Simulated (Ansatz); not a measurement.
`N#[C][In]([F])[Cl]` from Hartree–Fock to CCSD(T)

Cartesian coordinates in Å:
```
N -1.969 1.632 0.569
C -1.102 0.906 0.345
In 0.463 -0.394 -0.097
F 1.195 -1.455 1.331
Cl 1.413 -0.689 -2.148
```

Charge 0, multiplicity 1. Correlated methods include outer-core shells of In, which these sets cover unevenly. In takes the def2 core potential. The structure was optimised at the PBE0-D4/def2-TZVP level. Frozen core, restricted reference, the Gaussian-basis code of Ansatz.

```csv
basis,HF (Eh),MP2 corr.,CCSD corr.,(T),CCSD(T) total
def2-SVP,-840.23188,-0.67097,-0.68940,-0.02140,-840.94268
def2-TZVPP,-840.63982,-1.03956,-1.04582,-0.04335,-841.72899
def2-QZVPP,-840.66261,-1.29407,–,–,–
```
